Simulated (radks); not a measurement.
Ir2+, 75 electrons, occupied as [Xe] 4f14 5d7. All-electron calculation, scalar-relativistic Kohn-Sham, PBEsol, spin-polarised, spherical densities, finite nucleus; open shells are filled with parallel spins first (spin-orbit coupling, left out, can overturn this in heavy ions); Fermi nuclear charge, rms radius 5.4032 fm. Program: a radial shooting solver on a logarithmic mesh with Libxc functionals.

Radial electron density D(r) = 4 pi r^2 rho(r):

```
   r/bohr * D(r) (the largest magnitude, 143, reaches the edge; | marks zero)
 0.001788 |       *
 0.002065 |         *
 0.002385 |           *
 0.002754 |             *
 0.003155 |                *
 0.003644 |                   *
 0.004208 |                      *
  0.00486 |                          *
 0.005613 |                             *
 0.006482 |                                *
 0.007486 |                                   *
 0.008645 |                                      *
 0.009984 |                                       *
  0.01153 |                                        *
  0.01332 |                                       *
  0.01538 |                                      *
  0.01776 |                                     *
  0.02051 |                                   *
  0.02369 |                                   *
  0.02736 |                                     *
   0.0316 |                                        *
  0.03649 |                                             *
  0.04214 |                                                  *
  0.04867 |                                                     *
  0.05621 |                                                      *
  0.06439 |                                                    *
  0.07437 |                                               *
  0.08589 |                                           *
  0.09919 |                                          *
   0.1146 |                                            *
   0.1323 |                                                *
   0.1528 |                                                  *
   0.1764 |                                              *
   0.2038 |                                      *
   0.2353 |                              *
   0.2718 |                          *
   0.3139 |                            *
   0.3625 |                               *
   0.4186 |                               *
   0.4835 |                          *
   0.5584 |                    *
   0.6449 |             *
   0.7447 |         *
   0.8601 |       *
   0.9933 |      *
    1.147 |     *
    1.314 |    *
    1.518 |  *
    1.753 | *
    2.024 |*
    2.338 |*
      2.7 *
    3.118 *
    3.601 *
    4.159 *
    4.803 *
    5.547 *
```

D(r) has 4 maxima, at r = 0.0117, 0.0540, 0.149, 0.393 bohr, and minima at 0.0226, 0.0968, 0.276 bohr, inside which lie 1.89, 11.07, 29.89 electrons.
